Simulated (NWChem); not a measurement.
System meant: C₃H₅O₃ cation; SMILES [OH+]=C1OCCO1

NWChem input:

```
start job
memory heap 200 mb stack 900 mb global 1100 mb
charge 1
geometry units angstroms noautoz
  O     -0.076748    -1.988762    -0.036827
  C     -0.021673    -0.721496    -0.020517
  O     -1.097980    -0.041364    -0.074777
  C     -0.753971     1.371918    -0.112065
  C      0.766491     1.356855     0.111268
  O      1.078235    -0.067064     0.047700
  H      0.799446    -2.411947     0.025544
  H     -1.323498     1.871233     0.681141
  H     -1.063180     1.753329    -1.094033
  H      1.346383     1.856875    -0.673838
  H      1.083547     1.712159     1.100400
end
basis spherical
  * library def2-svp
end
dft
  xc b3lyp
  iterations 4
  mulliken
end
task dft energy
```

End of the output:

```
    Atom       Charge   Shell Charges
 -----------   ------   -------------------------------------------------------
    1 O    8     7.88   1.97  0.86  0.54  2.72  1.75  0.03
    2 C    6     5.83   1.96  0.58  0.23  1.81  0.87  0.37
    3 O    8     7.98   1.97  0.91  0.56  2.75  1.76  0.04
    4 C    6     5.87   1.96  0.61  0.30  1.85  1.03  0.12
    5 C    6     5.87   1.96  0.61  0.30  1.85  1.03  0.12
    6 O    8     8.00   1.97  0.91  0.56  2.74  1.78  0.04
    7 H    1     0.83   0.52  0.15  0.17
    8 H    1     0.93   0.63  0.23  0.07
    9 H    1     0.94   0.64  0.23  0.07
   10 H    1     0.94   0.63  0.23  0.07
   11 H    1     0.94   0.64  0.23  0.07

 center of mass
 --------------
 x =  -0.01728614 y =  -0.10046822 z =   0.00026101

 moments of inertia (a.u.)
 ------------------
         486.873221681621           0.000000000000           0.000000000000
           0.000000000000         222.035952111359           0.000000000000
           0.000000000000           0.000000000000         684.904307443192

     Multipole analysis of the density
     ---------------------------------

     L   x y z        total         alpha         beta         nuclear
     -   - - -        -----         -----         ----         -------
     0   0 0 0      1.000000    -23.000000    -23.000000     47.000000

     1   1 0 0      0.683842      0.341921      0.341921     -0.000000
     1   0 1 0      0.469328      0.234664      0.234664     -0.000000
     1   0 0 1     -0.008943     -0.004471     -0.004471     -0.000000

     2   2 0 0    -22.286121    -69.518555    -69.518555    116.750990
     2   1 1 0     -3.495331     -0.039881     -0.039881     -3.415569
     2   1 0 1      0.162455     -0.194636     -0.194636      0.551726
     2   0 2 0    -11.572717   -141.349518   -141.349518    271.126318
     2   0 1 1      0.037176      0.002500      0.002500      0.032176
     2   0 0 2    -22.194759    -16.977587    -16.977587     11.760416

 ------------------------------------------------------------------------
 dft energy failed                                                                                  0
 ------------------------------------------------------------------------
 ------------------------------------------------------------------------
  current input line :
    25: task dft energy
 ------------------------------------------------------------------------
 ------------------------------------------------------------------------
 This type of error is most commonly associated with calculations not reaching convergence criteria
 ------------------------------------------------------------------------
 For more information see the NWChem manual at https://nwchemgit.github.io

0:dft energy failed:Received an Error in Communication
```

### Question
Find the fault in this run and fix the input.

### Answer
Convergence was not reached. Cause: the SCF was allowed too few iterations. This input runs:
```
start job
memory heap 200 mb stack 900 mb global 1100 mb
charge 1
geometry units angstroms noautoz
  O     -0.076748    -1.988762    -0.036827
  C     -0.021673    -0.721496    -0.020517
  O     -1.097980    -0.041364    -0.074777
  C     -0.753971     1.371918    -0.112065
  C      0.766491     1.356855     0.111268
  O      1.078235    -0.067064     0.047700
  H      0.799446    -2.411947     0.025544
  H     -1.323498     1.871233     0.681141
  H     -1.063180     1.753329    -1.094033
  H      1.346383     1.856875    -0.673838
  H      1.083547     1.712159     1.100400
end
basis spherical
  O library def2-svp
  C library def2-svp
  H library def2-svp
end
dft
  xc b3lyp
  iterations 150
  mulliken
end
task dft energy
```
It converges to -342.46953 Ha (B3LYP/def2-SVP).
